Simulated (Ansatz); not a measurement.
CuAsH4⁻, that is Cu(AsH3)H with one electron more. The state is a doublet with charge -1. Geometry B3LYP-D4/def2-TZVP, that of the neutral singlet.

```csv
atom,x (Å),y (Å),z (Å)
Cu1,0.752,-0.043,-1.539
As2,-0.292,0.016,0.593
H3,-0.423,-1.245,1.417
H4,-1.729,0.465,0.731
H5,0.271,0.887,1.694
H6,1.420,-0.080,-2.896
```

At PBE-D4/def2-TZVPD, r2SCAN-D4/def2-TZVPD, PBE0-D4/def2-TZVPD the highest occupied level of the charge -1 doublet lies above zero (up to 2.37 eV). By energy differences it is unbound by 0.49 eV (vertical, to the charge 0 singlet, at r2SCAN-D4/def2-TZVPD) and held by the finite basis.

(1) Estimate the α-spin orbital energies around the gap (eV) in Ansatz with PBE-D4/def2-TZVPD, r2SCAN-D4/def2-TZVPD, PBE0-D4/def2-TZVPD.

## Answers

(1) 
```
orbital  PBE-D4/def2-TZVPD  r2SCAN-D4/def2-TZVPD  PBE0-D4/def2-TZVPD
 HOMO−5              -1.47                 -1.19               -3.28
 HOMO−4              -1.47                 -1.14               -3.26
 HOMO−3              -1.20                 -0.85               -3.12
 HOMO−2              -1.20                 -0.85               -3.12
 HOMO−1              -0.93                 -0.60               -2.01
   HOMO               2.27                  2.37                1.91
   LUMO               2.46                  2.86                3.14
 LUMO+1               2.49                  2.87                3.20
 LUMO+2               3.59                  3.86                4.14
 LUMO+3               3.60                  4.14                4.26
 LUMO+4               4.26                  4.75                4.80
 LUMO+5               4.35                  5.10                4.91
 β HOMO              -0.85                 -0.48               -1.91
 β LUMO               2.60                  3.05                3.30
```
